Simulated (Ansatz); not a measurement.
Ansatz (an electronic-structure program) job for H3P2, SMILES P[PH], multiplicity 2, PBE0-D3(BJ)/def2-TZVP. 

Ansatz 0.2 input:
```yaml
crystal:
  periodic: [false, false, false]
  atoms:
    - {symbol: P, position_ang: [0.92231209, -0.39727266, 0.46018731]}
    - {symbol: P, position_ang: [-0.84840422, 0.29783483, -0.48858133]}
    - {symbol: H, position_ang: [1.70168672, 0.60508017, -0.12890002]}
    - {symbol: H, position_ang: [-1.09230233, 1.40532099, 0.32559290]}
    - {symbol: H, position_ang: [-1.71800256, -0.51883356, 0.22921753]}
basis:
  gaussian:
    orbitals: def2-TZVP
hamiltonian:
  xc: pbe0
  dispersion: d3bj
magnetization: {spin_polarized: true, initial_magnetization: 1}
relax: {f_tol: 0.002, max_steps: 200}
```

Output:

```
WARN ansatz: RAYON_NUM_THREADS=1 ignored (pool sized by the plan → 1); use --threads N
Functional definition: PBE0
integrals: 0.02 GiB planned
696 factors; their error is unknown
mean field: 0.31 GiB planned
mean field evaluation 1: about -18618.1517 eV, gradient 8.9e0 eV
mean field evaluation 2: about -18618.4980 eV, gradient 6.6e0 eV
mean field evaluation 4: about -18618.7400 eV, gradient 4.0e-1 eV
mean field evaluation 8: about -18618.7596 eV, gradient 8.2e-2 eV
mean field evaluation 16: about -18618.7597 eV, gradient 2.5e-4 eV
mean field -18618.75969929 eV, -684.2267987001 hartree, gradient 2.2e-5 eV, S^2 0.757393; 0 other end points of the search recorded, 0 dependent functions left out
the calculation of the forces begins
reference -18618.75972493 eV, -684.2267996426 hartree; 17, 16 occupied and 75, 76 virtual orbitals, 696 factors
relax step   1: F+E_penalty+E_count = -18618.84916425 eV  Δ(F+E_penalty+E_count) = +0.000e0 eV  max|allowed force component| = 7.235e-1 eV/Å  Δτ_max = 0.0000 Å  (30 SCF iters, accepted)
these checks for a lower state are left out or cut short: starts, cluster_reference, orbital_swaps, neighbouring_geometries, increment
integrals: 0.02 GiB planned
696 factors; their error is unknown
mean field: 0.31 GiB planned
mean field -18618.80641092 eV, -684.2285153212 hartree, gradient 2.2e-5 eV, S^2 0.757503; 0 other end points of the search recorded, 0 dependent functions left out
the calculation of the forces begins
reference -18618.80643674 eV, -684.2285162700 hartree; 17, 16 occupied and 75, 76 virtual orbitals, 696 factors
relax step   2: F+E_penalty+E_count = -18618.89523583 eV  Δ(F+E_penalty+E_count) = -4.607e-2 eV  max|allowed force component| = 2.740e-1 eV/Å  Δτ_max = 0.0653 Å  (33 SCF iters, accepted)
these checks for a lower state are left out or cut short: starts, cluster_reference, orbital_swaps, neighbouring_geometries, increment
integrals: 0.02 GiB planned
696 factors; their error is unknown
mean field: 0.31 GiB planned
mean field evaluation 32: about -18618.8116 eV, gradient 1.3e-5 eV
mean field -18618.81155566 eV, -684.2287043869 hartree, gradient 1.3e-5 eV, S^2 0.757423; 0 other end points of the search recorded, 0 dependent functions left out
the calculation of the forces begins
reference -18618.81158139 eV, -684.2287053324 hartree; 17, 16 occupied and 75, 76 virtual orbitals, 696 factors
relax step   3: F+E_penalty+E_count = -18618.90063934 eV  Δ(F+E_penalty+E_count) = -5.404e-3 eV  max|allowed force component| = 3.104e-1 eV/Å  Δτ_max = 0.0979 Å  (34 SCF iters, accepted)
these checks for a lower state are left out or cut short: starts, cluster_reference, orbital_swaps, neighbouring_geometries, increment
integrals: 0.02 GiB planned
696 factors; their error is unknown
mean field: 0.31 GiB planned
mean field -18618.81597835 eV, -684.2288669177 hartree, gradient 1.7e-5 eV, S^2 0.757414; 0 other end points of the search recorded, 0 dependent functions left out
the calculation of the forces begins
reference -18618.81600407 eV, -684.2288678627 hartree; 17, 16 occupied and 75, 76 virtual orbitals, 696 factors
relax step   4: F+E_penalty+E_count = -18618.90497963 eV  Δ(F+E_penalty+E_count) = -4.340e-3 eV  max|allowed force component| = 6.435e-2 eV/Å  Δτ_max = 0.0257 Å  (33 SCF iters, accepted)
these checks for a lower state are left out or cut short: starts, cluster_reference, orbital_swaps, neighbouring_geometries, increment
integrals: 0.02 GiB planned
696 factors; their error is unknown
mean field: 0.31 GiB planned
mean field -18618.81628293 eV, -684.2288781107 hartree, gradient 2.1e-5 eV, S^2 0.757418; 0 other end points of the search recorded, 0 dependent functions left out
the calculation of the forces begins
reference -18618.81630863 eV, -684.2288790553 hartree; 17, 16 occupied and 75, 76 virtual orbitals, 696 factors
relax step   5: F+E_penalty+E_count = -18618.90529784 eV  Δ(F+E_penalty+E_count) = -3.182e-4 eV  max|allowed force component| = 2.918e-2 eV/Å  Δτ_max = 0.0041 Å  (29 SCF iters, accepted)
these checks for a lower state are left out or cut short: starts, cluster_reference, orbital_swaps, neighbouring_geometries, increment
integrals: 0.02 GiB planned
696 factors; their error is unknown
mean field: 0.31 GiB planned
mean field -18618.81634729 eV, -684.2288804759 hartree, gradient 1.9e-5 eV, S^2 0.757417; 0 other end points of the search recorded, 0 dependent functions left out
the calculation of the forces begins
reference -18618.81637295 eV, -684.2288814189 hartree; 17, 16 occupied and 75, 76 virtual orbitals, 696 factors
relax step   6: F+E_penalty+E_count = -18618.90537692 eV  Δ(F+E_penalty+E_count) = -7.907e-5 eV  max|allowed force component| = 3.089e-2 eV/Å  Δτ_max = 0.0324 Å  (32 SCF iters, accepted)
these checks for a lower state are left out or cut short: starts, cluster_reference, orbital_swaps, neighbouring_geometries, increment
integrals: 0.02 GiB planned
696 factors; their error is unknown
mean field: 0.31 GiB planned
mean field -18618.81659042 eV, -684.2288894107 hartree, gradient 1.7e-5 eV, S^2 0.757426; 0 other end points of the search recorded, 0 dependent functions left out
the calculation of the forces begins
reference -18618.81661609 eV, -684.2288903542 hartree; 17, 16 occupied and 75, 76 virtual orbitals, 696 factors
relax step   7: F+E_penalty+E_count = -18618.90561975 eV  Δ(F+E_penalty+E_count) = -2.428e-4 eV  max|allowed force component| = 7.191e-3 eV/Å  Δτ_max = 0.0127 Å  (33 SCF iters, accepted)
these checks for a lower state are left out or cut short: starts, cluster_reference, orbital_swaps, neighbouring_geometries, increment
integrals: 0.02 GiB planned
696 factors; their error is unknown
mean field: 0.31 GiB planned
mean field evaluation 64: about -18618.8166 eV, gradient 1.5e-4 eV
mean field -18618.81659702 eV, -684.2288896533 hartree, gradient 1.2e-5 eV, S^2 0.757430; 0 other end points of the search recorded, 0 dependent functions left out
the calculation of the forces begins
reference -18618.81662269 eV, -684.2288905968 hartree; 17, 16 occupied and 75, 76 virtual orbitals, 696 factors
relax step   8: F+E_penalty+E_count = -18618.90562550 eV  Δ(F+E_penalty+E_count) = -5.754e-6 eV  max|allowed force component| = 1.968e-3 eV/Å  Δτ_max = 0.0028 Å  (28 SCF iters, accepted)
integrals: 0.02 GiB planned
696 factors; their error is unknown
mean field: 0.31 GiB planned
mean field -18618.81659702 eV, -684.2288896533 hartree, gradient 1.2e-5 eV, S^2 0.757430; 1 other end points of the search recorded, 0 dependent functions left out
the calculation of the forces begins
reference -18618.81662269 eV, -684.2288905968 hartree; 17, 16 occupied and 75, 76 virtual orbitals, 696 factors
Total energy: -18618.90565118 eV, -684.2321623332 hartree
Atom 0 at     0.969451    -0.478533     0.374958 Å, force     0.001968    -0.001217    -0.000244 eV/Å
Atom 1 at    -0.877194     0.261784    -0.494239 Å, force    -0.001225     0.000794     0.000357 eV/Å
Atom 2 at     1.681152     0.684745    -0.037212 Å, force     0.000458     0.000033     0.000573 eV/Å
Atom 3 at    -1.045044     1.447625     0.268692 Å, force    -0.001028     0.000226    -0.000864 eV/Å
Atom 4 at    -1.763075    -0.523491     0.285316 Å, force    -0.000172     0.000164     0.000179 eV/Å
Dipole moment:    -0.086268     0.146626     0.071797 e Å
```

The calculation finished and met its thresholds.
